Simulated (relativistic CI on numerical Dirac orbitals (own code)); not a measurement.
Electric-dipole transitions in Li II

Method of calculation: Dirac-Coulomb-Breit CI, separate exchange-only KLI orbitals for each configuration, model QED, valence Slater integrals scaled by 0.85, P86 correlation energy added to each configuration (own radial code, finite nucleus).

Configuration list: 1s², 1s2s, 1s2p, 1s3s, 1s3p, 1s3d, 1s4s, 1s4p, 1s4d, 1s4f, 1s5s, 1s5p, 1s5d, 1s5f, 1s5g, 1s6s, 1s6p, 1s6d. Levels of other configurations are missing.

| λ vac (nm) | Lower | Upper | A (s⁻¹) | log gf | S velocity/length |
| --- | --- | --- | --- | --- | --- |
| 16.834 | 1s² ¹S0 [1] | 1s6p ¹P°1 [59] | 2.75e+09 | -1.45 | 1.07 |
| 16.848 | 1s² ¹S0 [1] | 1s6p ³P°1 [52] | 3.26e+02 | -8.38 | 1.11 |
| 16.994 | 1s² ¹S0 [1] | 1s5p ¹P°1 [41] | 3.39e+09 | -1.36 | 1.07 |
| 17.016 | 1s² ¹S0 [1] | 1s5p ³P°1 [35] | 6.15e+02 | -8.10 | 1.10 |
| 17.290 | 1s² ¹S0 [1] | 1s4p ¹P°1 [27] | 5.34e+09 | -1.14 | 1.07 |
| 17.329 | 1s² ¹S0 [1] | 1s4p ³P°1 [21] | 1.41e+03 | -7.72 | 1.09 |
| 17.953 | 1s² ¹S0 [1] | 1s3p ¹P°1 [17] | 1.03e+10 | -0.83 | 1.06 |
| 18.039 | 1s² ¹S0 [1] | 1s3p ³P°1 [10] | 4.09e+03 | -7.22 | 1.08 |
| 20.146 | 1s² ¹S0 [1] | 1s2p ¹P°1 [7] | 2.75e+10 | -0.30 | 1.06 |
| 20.463 | 1s² ¹S0 [1] | 1s2p ³P°1 [4] | 1.73e+04 | -6.49 | 1.07 |
| 115.06 | 1s2s ³S1 [2] | 1s3p ¹P°1 [17] | 3.71e+01 | -7.66 | 1.36 |
| 118.68 | 1s2s ³S1 [2] | 1s3p ³P°0 [12] | 2.55e+08 | -1.27 | 1.11 |
| 118.69 | 1s2s ³S1 [2] | 1s3p ³P°2 [11] | 2.55e+08 | -0.57 | 1.11 |
| 118.69 | 1s2s ³S1 [2] | 1s3p ³P°1 [10] | 2.55e+08 | -0.79 | 1.11 |
| 154.99 | 1s2p ³P°1 [4] | 1s3s ¹S0 [9] | 1.05e+02 | -7.42 | 1.12 |
| 164.32 | 1s2p ³P°1 [4] | 1s3s ³S1 [8] | 9.04e+07 | -0.96 | 1.12 |
| 164.32 | 1s2p ³P°2 [5] | 1s3s ³S1 [8] | 1.51e+08 | -0.74 | 1.12 |
| 164.34 | 1s2p ³P°0 [6] | 1s3s ³S1 [8] | 3.02e+07 | -1.44 | 1.12 |
| 380.67 | 1s2s ³S1 [2] | 1s2p ¹P°1 [7] | 4.04e+01 | -6.58 | 0.88 |
| 538.09 | 1s2s ³S1 [2] | 1s2p ³P°0 [6] | 2.49e+07 | -0.97 | 0.99 |
| 538.22 | 1s2s ³S1 [2] | 1s2p ³P°2 [5] | 2.49e+07 | -0.27 | 0.99 |
| 538.26 | 1s2s ³S1 [2] | 1s2p ³P°1 [4] | 2.48e+07 | -0.49 | 0.99 |

Terms are leading LS components. Brackets give the number of a level in order of energy, since labels repeat. The list gives strong lines, with weight on those to low levels, and without lines across small gaps between configurations, and without 112 lines that miss the measured interval by over 3.5 %, start from a term whose rates miss tabulated ones by over 60 %, have gauges far apart or, lacking measured levels, span too small a gap for the errors found; lines with a level outside our table were not tested and can miss by more. Levels whose partners in the same complex of configurations lie outside the list can be far off, and so can their lines. Rates are taken at the computed energies, electric ones in the length gauge. A velocity-to-length ratio far from 1 marks an uncertain rate.

For a near-neutral ion this model can misplace configurations by up to about 10,000 cm⁻¹ (more where the count of f electrons changes) and terms by 10 to 25 % of their spread. Rates follow the energies as ν³ (E1, M1) or ν⁵ (E2), so they and the lifetimes can be off by large factors. The fine structure of a lone outer electron comes out too small, for d and f at times inverted, and misplaced configurations move strength between like terms. 11 of the 11 excited levels that our extract of the measured tables holds in this range could be paired (the sources list more); they are missed by 5366 cm⁻¹ on average and 5928 at most, and levels without a partner can miss by more.

Task: From the table, what is the radiative lifetime of 1s3s ³S1?

Result: The listed rates from this level add up to about 2.71e+08 s⁻¹, 100 % of its decay; with all channels τ = 3.69e-09 s.
